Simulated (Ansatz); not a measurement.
Total energies of the cluster Ga2As3 from Ansatz at PBE0-D4/def2-TZVP, gas phase (1 Eh = 27.2114 eV = 2625.5 kJ/mol). The reference geometry is relaxed at r2SCAN-D4/def2-SVP.

```xyz
5

Ga   -0.287    1.043    1.365
Ga    1.699    0.887   -0.118
As    0.623   -1.473    0.000
As   -1.650   -0.713    0.283
As   -0.386    0.255   -1.531
```

| state | geometry | energy (Eh) |
| --- | --- | --- |
| charge 0 doublet | reference | -10556.15444 |
| charge 1 singlet | reference | -10555.88436 |
| charge 1 singlet | relaxed at r2SCAN-D4/def2-SVP | -10555.90233 |
| charge 0 quartet | relaxed at r2SCAN-D4/def2-SVP | -10556.10127 |
| free Ga atom (doublet) | – | -1924.55212 |
| free As atom (quartet) | – | -2235.53903 |

(1) Work out the vertical ionisation energy to the singlet.

(2) How much does the charge 1 singlet relax, and what is the adiabatic ionisation energy?

(3) Which of the charge 0 states is lowest, and how far above it are the others?

(4) What is the binding energy per atom against free atoms?

(1) E(charge 1 singlet) − E(charge 0 doublet) = -10555.88436 − (-10556.15444) = 0.27008 Eh = 7.35 eV. For comparison, −ε of the highest occupied level of the spin that leaves is 5.69 eV at this level, 1.66 eV less.

(2) Relaxation: -10555.88436 − (-10555.90233) = 0.01797 Eh = 0.49 eV. Adiabatic ionisation energy: 0.25211 Eh = 6.86 eV, without zero-point energy. 

(3) The doublet. quartet: -10556.10127 − (-10556.15444) = 0.05317 Eh = 139.6 kJ/mol.

(4) Atoms: 2 × (-1924.55212) + 3 × (-2235.53903) = -10555.72133 Eh. Binding: -10555.72133 − (-10556.15444) = 0.43311 Eh = 11.79 eV, or 2.36 eV for each of 5 atoms (no zero-point energy, no counterpoise term).

A triplet lies near this restricted singlet, and broken spin symmetry wasn't tried. 

The structure comes from a short search, and lower isomers may exist.
